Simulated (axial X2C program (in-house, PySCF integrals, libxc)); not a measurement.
NdF: the levels of the configuration f4 s1

Computed with an axial X2C code built on PySCF integrals: two-component X2C with atomic mean-field Coulomb and Gaunt terms, basis Nd dyall-v3z, F dyall-av3z (cores contracted in-house). Orbitals come from Hartree–Fock averaged over the configuration Nd f4 s1; CI then distributes these electrons over the f, s shells of Nd.

R = 2.136 Å (near the minimum of the configuration average).

Lowest levels of this model:

| Ω | energy (cm⁻¹) | g∥ | μ (D) | configuration |
| --- | --- | --- | --- | --- |
| 1/2 | 0 | 0.66 | -2.83 | 100% f4 s1 |
| 3/2 | 45 | 1.75 | -2.83 | 100% f4 s1 |
| 5/2 | 99 | 2.52 | -2.83 | 100% f4 s1 |
| 7/2 | 246 | 3.85 | -2.76 | 100% f4 s1 |
| 1/2 | 570 | 0.72 | -2.83 | 100% f4 s1 |
| 3/2 | 577 | 2.29 | -2.83 | 100% f4 s1 |
| 5/2 | 608 | 4.07 | -2.82 | 100% f4 s1 |
| 7/2 | 713 | 5.34 | -2.77 | 100% f4 s1 |
| 9/2 | 786 | 7.77 | -2.76 | 100% f4 s1 |
| 3/2 | 1465 | 3.02 | -2.82 | 100% f4 s1 |
| 1/2 | 1466 | 1.00 | -2.81 | 100% f4 s1 |
| 5/2 | 1476 | 5.09 | -2.81 | 100% f4 s1 |
| 7/2 | 1526 | 7.08 | -2.79 | 100% f4 s1 |
| 9/2 | 1618 | 9.09 | -2.76 | 100% f4 s1 |
| 11/2 | 1665 | 11.61 | -2.76 | 100% f4 s1 |
| 1/2 | 1812 | 0.78 | -2.82 | 100% f4 s1 |
| 3/2 | 1843 | 2.32 | -2.82 | 100% f4 s1 |
| 5/2 | 1886 | 3.80 | -2.82 | 100% f4 s1 |
| 7/2 | 1950 | 5.27 | -2.81 | 100% f4 s1 |
| 9/2 | 2157 | 6.93 | -2.72 | 100% f4 s1 |
| 9/2 | 2622 | 10.24 | -2.78 | 100% f4 s1 |
| 11/2 | 2702 | 12.57 | -2.75 | 100% f4 s1 |
| 13/2 | 2750 | 15.25 | -2.74 | 100% f4 s1 |
| 11/2 | 3539 | 10.93 | -2.72 | 100% f4 s1 |
| 11/2 | 3847 | 13.46 | -2.77 | 100% f4 s1 |
| 13/2 | 3917 | 15.93 | -2.73 | 100% f4 s1 |
| 15/2 | 3995 | 18.71 | -2.70 | 100% f4 s1 |
| 13/2 | 5035 | 14.61 | -2.70 | 100% f4 s1 |
| 13/2 | 5161 | 16.70 | -2.77 | 100% f4 s1 |
| 15/2 | 5222 | 19.23 | -2.73 | 100% f4 s1 |

g∥ is the magnitude of 2⟨Lz + ge Sz⟩ for the +Ω component. μ is positive if the F end is positive.

(1) From Ω and g∥ of the lowest level, whose 2⟨Lz + ge Sz⟩ is positive, find ⟨Sz⟩ and ⟨Lz⟩ (ge = 2.0023).

Occupations of the active spinors in the lowest level by ω, shell by shell in order of energy: -7/2: 0.20; -5/2: 0.51 0.14; -3/2: 0.32 0.13; -1/2: 0.56 0.07 0.52; 1/2: 0.39 0.12 0.48; 3/2: 0.46 0.12; 5/2: 0.61 0.10; 7/2: 0.27. The leading determinant has weight 0.10 among 447.

This point took 1.4 s on 1 thread of Arm Neoverse V2, on a shared host.

There is no dynamic correlation: spin–orbit spacings and, for f shells, spacings inside one term are the most reliable numbers, splittings between terms come out too wide, and energies between configurations are not reliable, so the lowest level need not be the ground state of the molecule. At most 4 roots were kept for each Ω > 0 (twice that for Ω = 0) within 2.2 eV of the lowest, so higher up levels can be missing between those listed; levels with Ω > 0 are doubly degenerate and listed once, Ω = 0 levels singly.

## Answers

(1) Ω = ⟨Lz⟩ + ⟨Sz⟩ = 1/2 and ⟨Lz⟩ + ge⟨Sz⟩ = 0.330, so ⟨Sz⟩ = -0.17 and ⟨Lz⟩ = 0.67.
